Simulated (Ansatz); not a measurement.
A nudged elastic band was laid between two geometries of F + FGeH3O3 (9 atoms, charge 0, multiplicity 2).

The calculation used Ansatz 0.2.0, UHF/def2-SVP.

- movable images: 3
- climbing image: yes
- spring: 5.0 eV/Å²
- optimiser: quadratic models (default)
- start path: through a guess of the saddle point
- force threshold: 0.05 eV/Å
- iteration limit: 60
- end points: relaxed

Image 0:

```xyz
9
Properties=species:S:1:pos:R:3
Ge -0.118 -0.187 -0.132
F 0.083 -0.036 1.563
O 1.404 -0.658 -0.789
H 2.166 -0.130 -0.601
O -0.642 1.335 -0.746
H -1.559 1.552 -0.667
O -1.313 -1.390 -0.437
H -1.094 -2.292 -0.257
F -0.019 0.159 4.262
```

Image 4:

```xyz
9
Properties=species:S:1:pos:R:3
Ge -0.110 -0.122 -0.133
F 0.141 0.203 1.530
O 1.399 -0.655 -0.771
H 2.169 -0.138 -0.588
O -0.656 1.328 -0.885
H -1.580 1.525 -0.845
O -1.312 -1.348 -0.285
H -1.089 -2.230 -0.028
F -0.054 -0.211 4.202
```

(1) What changes between the two ends?

(2) What energy profile does the band end with?

Results:

(1) No bond is made or broken.

(2) The forces met the threshold. The highest image is number 0 of 0 to 4, 0.0 kcal/mol above the ends, which have the same energy within 2 meV. The highest image is an end point: on this band no image between the ends rises above it. Inner images lie up to 0.002 eV below the lower end, so the ends aren't the lowest states on this path. So few images can step over the top or miss a turn of the path.

```json
{"image": "0", "path coordinate (Å)": "0.00", "energy (kcal/mol)": "0.0"}
{"image": "1", "path coordinate (Å)": "0.17", "energy (kcal/mol)": "0.0"}
{"image": "2", "path coordinate (Å)": "0.52", "energy (kcal/mol)": "0.0"}
{"image": "3", "path coordinate (Å)": "0.87", "energy (kcal/mol)": "-0.1"}
{"image": "4", "path coordinate (Å)": "1.22", "energy (kcal/mol)": "0.0"}
```

The run took 3.2 min on 4 threads of Arm Neoverse V2 (shared host), peak memory 0.44 GiB.
